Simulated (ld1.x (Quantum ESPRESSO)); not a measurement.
## What the settings do to the TM potential of scandium (Sc)

Base potential:

```
Element                 : scandium
Generator               : ld1.x (Quantum ESPRESSO) 7.5
Type                    : norm-conserving Troullier–Martins (Kleinman–Bylander form)
Functional              : PBE
Relativity              : scalar-relativistic
Frozen core             : [Ar]
Valence charge          : 3
Reference configuration : 3d1 4s2 4p0
Partial waves           : 4s (bound): rc 3.35 bohr; 4p (bound, empty): rc 2.95 bohr; 3d (bound): rc 2.70 bohr; 4f channel at -0.15 Ry: rc 3.45 bohr
Local potential         : the f channel
Core correction         : Bessel-smoothed model core inside 2.05 bohr
```

Cutoffs, loose and tight: the cutoffs (Ry, on a coarse ladder) from which the occupation-weighted sum of valence levels, in a spherical-Bessel basis at the reference potential, stays within 10 and 1 mRy of its value at 400 Ry. They do not see the model core or the augmentation charge, which bear on the density cutoff. Test errors are all-electron minus pseudo excitation energies from the reference, over the configurations 3d1 4s1 4p0; 3d1 4s0 4p0; 3d1 4s1.5 4p0; 3d1 4s1 4p1; 3d0 4s2 4p0; 3d2 4s1 4p0; 3d1 4s0 4p2. A dash means not determined; rows that change the core or the reference have their own tests. The largest error is taken over the tests solved by every variant that gives reliable tests at all: 3d1 4s0 4p0; 3d1 4s0 4p2; 3d1 4s1 4p0; 3d1 4s1 4p1; 3d1 4s1.5 4p0.

| change | outcome | cutoff, loose | cutoff, tight | bound ghosts | largest test error (meV) |
| --- | --- | --- | --- | --- | --- |
| base | generated | 30 Ry | 35 Ry | none | -36 |
| all radii but the core radius scaled by about 0.93 (s 3.12, p 2.74, d 2.52, f 3.22 bohr) | generated | 35 Ry | 40 Ry | none | -28 |
| all radii but the core radius scaled by about 1.11 (s 3.70, p 3.26, d 2.98, f 3.82 bohr) | generated | 25 Ry | 30 Ry | none | -61 |
| all radii but the core radius scaled by about 1.18 (s 3.96, p 3.48, d 3.20, f 4.08 bohr) | generated | 21 Ry | 30 Ry | none | -100 |
| all radii but the core radius scaled by about 1.29 (s 4.32, p 3.80, d 3.48, f 4.44 bohr) | generated | 18 Ry | 25 Ry | none | -162 |
| all radii but the core radius scaled by about 1.40 (s 4.70, p 4.14, d 3.78, f 4.84 bohr) | generated | 18 Ry | 21 Ry | none | -267 |

(1) What comes out with this change to the base: all radii but the core radius scaled by about 1.05 (s 3.52, p 3.10, d 2.82, f 3.62 bohr)?

(2) What comes out with this change to the base: all radii but the core radius scaled by about 0.85 (s 2.84, p 2.50, d 2.30, f 2.94 bohr)?

(3) What comes out with this change to the base: all radii but the core radius scaled by about 0.79 (s 2.64, p 2.32, d 2.12, f 2.72 bohr)?

Results:

(1) outcome: generated; cutoff, loose: 30 Ry; cutoff, tight: 35 Ry; bound ghosts: none; largest test error (meV): -45.

(2) outcome: generated; cutoff, loose: 40 Ry; cutoff, tight: 45 Ry; bound ghosts: none; largest test error (meV): -26.

(3) outcome: generated; cutoff, loose: 40 Ry; cutoff, tight: 50 Ry; bound ghosts: none; largest test error (meV): +29.

Reading the sweep of the scale of all radii but the core radius (base = 1) (base included, trends over the rows without a ghost): The loose cutoff falls from 40 Ry at 0.79 to 18 Ry at 1.4. A larger radius leaves more room for a smooth pseudo-wave, so fewer plane waves are needed; a smaller one forces it to follow the all-electron wave where it bends sharply. The median size of the test errors (rows with all tests solved) is not monotonic: lowest 3.2 meV at 0.93, highest 121.1 meV at 1.4.
